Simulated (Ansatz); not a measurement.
`CBC` + `CCO` → `CBOCC` + CH₄ at 400 K and 1 bar (ligand exchange at a B–C bond).

Gas-phase electronic energies from Ansatz, PBE0-D4/def2-TZVP geometries. CBS: MP2 limit from def2 TZ/QZ plus the TZ coupled-cluster correction, frozen cores. This one scheme is used for every species. Each species was taken in one conformer, which may not be the lowest.

| species | CCSD(T)/CBS energy (Eh) | H − E (kJ/mol) | S (J/(mol·K)) |
| --- | --- | --- | --- |
| `CBC` | -105.11307 | 246.9 | 312.0 |
| `CCO` | -154.88256 | 231.6 | 290.7 |
| `CBOCC` | -219.59220 | 349.9 | 377.2 |
| CH₄ | -40.46206 | 131.3 | 197.2 |

H − E and S are ideal-gas, rigid-rotor, harmonic terms from PBE0-D4/def2-TZVP, for one conformer and one mirror image of each species. 1 Eh = 2625.50 kJ/mol, R = 8.31446 J/(mol·K).

**Question.** By hand: ΔE, ΔH, ΔS and ΔG.

**Answer.** ΔE = (-219.59220) + (-40.46206) − (-105.11307) − (-154.88256) = -0.05863 Eh = -153.9 kJ/mol. Δ(H − E) = 349.9 + 131.3 − 246.9 − 231.6 = 2.7, so ΔH = -151.2 kJ/mol. ΔS = 377.2 + 197.2 − 312.0 − 290.7 = -28.3 J/(mol·K). ΔG = -151.2 − 400 × (-28.3)/1000 = -139.9 kJ/mol.

**Question.** By hand: the equilibrium constant, and the temperature at which ΔG would vanish if ΔH and ΔS stayed fixed.

**Answer.** log₁₀ K = −ΔG/(RT ln 10) = 18.3. ΔG = 0 at ΔH/ΔS = 5343 K, far beyond where these terms or the molecules hold.

ΔH outweighs TΔS. A doubt of 5 kJ/mol in ΔE shifts log₁₀ K by 0.7 here. Other conformers and mirror images would add mixing entropy, several J/(mol·K) or more a flexible species. Modes under 60 cm⁻¹, often nearly free rotors, make the harmonic entropy too high. These are equilibria of isolated gas molecules and say nothing of rates. Largest T1 diagnostic: 0.012 (customary marks: 0.02 for closed shells, 0.045 for open ones).
